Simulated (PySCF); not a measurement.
## Core-level binding energies of SiHMe2(NMeEt)

Compound: SiHMe2(NMeEt), C5H15NSi.
Cartesian coordinates in Å at the PBE0-D3(BJ)/def2-SVP level; atoms count from 1:
```
atom  x, y, z in Å
Si1    0.915    0.718    0.428
H2     1.254    0.562    1.881
C3     2.485    0.910   -0.585
H4     2.272    1.150   -1.639
H5     3.097   -0.004   -0.554
H6     3.086    1.737   -0.176
C7    -0.124    2.277    0.234
H8     0.444    3.174    0.530
H9    -1.031    2.231    0.857
H10   -0.441    2.408   -0.813
N11    0.090   -0.753   -0.019
C12   -0.007   -1.197   -1.385
C13   -0.788   -1.427    0.912
C14   -2.270   -1.098    0.765
H15    0.098   -2.297   -1.449
H16   -0.963   -0.933   -1.880
H17    0.801   -0.762   -1.994
H18   -0.648   -2.522    0.807
H19   -0.462   -1.180    1.937
H20   -2.870   -1.660    1.498
H21   -2.454   -0.024    0.925
H22   -2.646   -1.357   -0.236
```

Method used: delta-SCF UKS SCAN, pcX-2 on the ionised atom, pcseg-1 elsewhere, spin-free X2C in PySCF 2.14.0. These are vertical core ionisation energies against the vacuum level, from separate self-consistent calculations with and without the core hole.

What binding energy does each computed site have?

```tsv
atom(s)	bonded to	level	binding energy (eV)	2p1/2 (eV)	above the level's lowest (eV)	count
Si1	N, 2 C and H	Si 2p3/2	106.08	106.70	0.00	1
Si1	N, 2 C and H	Si 1s	1845.99	–	0.00	1
C3/C7	3 H and Si	C 1s	289.89	–	0.00	2
N11	2 C and Si	N 1s	403.76	–	0.00	1
C12	N and 3 H	C 1s	291.25	–	+1.36	1
C13	N, C and 2 H	C 1s	291.17	–	+1.28	1
C14	C and 3 H	C 1s	290.33	–	+0.44	1
```

The listed C 1s values span 1.36 eV, from C3/C7 (bonded to 3 H and Si) to C12 (bonded to N and 3 H).

Which effective nuclear charge Zeff reproduces each element's mean 1s value in the hydrogen-like formula E = 13.606 eV × Zeff²?

C (Z = 6): mean 290.5 eV, Zeff = 4.62, Z − Zeff = 1.38; N (Z = 7): mean 403.8 eV, Zeff = 5.45, Z − Zeff = 1.55; Si (Z = 14): mean 1846.0 eV, Zeff = 11.65, Z − Zeff = 2.35. Means run over the listed sites, weighted by atom count.

What is the longest wavelength that can ionise Si 2p3/2 of Si1 vertically?

λ = hc/E = 12398.42 eV Å / 106.08 eV = 116.878 Å.

One atom of each set of topologically equivalent atoms was ionised and stands for the set; in this conformer not all members are related by symmetry, and their own values weren't computed. The 2p values aren't plain energy differences: one relaxed spin-free 2p hole is combined with a matrix within the shell (ground-state 2p orbital-energy differences and spin–orbit coupling). 2p3/2, the mean of its two sublevels, lies a third of the splitting below the shell's mean and 2p1/2 two thirds above it; the statistical areas are 2:1. 2p1/2 minus 2p3/2 (ligand field included): Si 0.62 eV. Geometry: PBE0-D3(BJ)/def2-SVP, one conformer, isolated molecule.
